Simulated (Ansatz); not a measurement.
A nudged elastic band was laid between two geometries of CH3BrMg + H2 (8 atoms, charge 0, multiplicity 1).

Computed with RKS r2SCAN/def2-SVP in Ansatz.

```json
{
  "movable images": "5",
  "climbing image": "yes",
  "spring": "5.0 eV/Å²",
  "optimiser": "quadratic models (default)",
  "start path": "through a guess of the saddle point",
  "force threshold": "0.05 eV/Å",
  "iteration limit": "60",
  "end points": "relaxed"
}
```

First end point:

```xyz
8
Properties=species:S:1:pos:R:3
Mg 0.320 0.331 0.911
H 1.717 -0.039 -1.181
C -1.334 -0.293 -0.188
H 2.261 0.192 -0.700
Br 2.024 1.070 2.390
H -2.291 -0.010 0.284
H -1.356 -1.391 -0.312
H -1.342 0.140 -1.205
```

Last end point:

```xyz
8
Properties=species:S:1:pos:R:3
Mg 0.335 0.258 0.915
H 1.714 0.136 -1.226
C -1.336 -0.329 -0.179
H 2.248 0.352 -0.726
Br 2.050 0.928 2.415
H -2.254 0.200 0.132
H -1.545 -1.408 -0.072
H -1.212 -0.137 -1.260
```

What changes between the two ends?

No bond is made or broken.

Give the energies along the band, and the barrier.

The run converged. The highest image is number 6 of 0 to 6, 0.3 kJ/mol above the first end and 0.0 kJ/mol above the last; the last end lies 0.3 kJ/mol above the first. The highest image is an end point: on this band no image between the ends rises above it.

```json
{"image": "0", "path coordinate (Å)": "0.00", "energy (kJ/mol)": "0.0"}
{"image": "1", "path coordinate (Å)": "0.11", "energy (kJ/mol)": "0.0"}
{"image": "2", "path coordinate (Å)": "0.23", "energy (kJ/mol)": "0.1"}
{"image": "3", "path coordinate (Å)": "0.34", "energy (kJ/mol)": "0.2"}
{"image": "4", "path coordinate (Å)": "0.45", "energy (kJ/mol)": "0.2"}
{"image": "5", "path coordinate (Å)": "0.57", "energy (kJ/mol)": "0.2"}
{"image": "6", "path coordinate (Å)": "0.59", "energy (kJ/mol)": "0.3"}
```

The band took 16 iterations and roughly 2.2 core-minutes.

The run took 69 s on 2 threads of AMD EPYC 9R45 96-Core Processor (Zen 5) (shared host), peak memory 0.17 GiB.
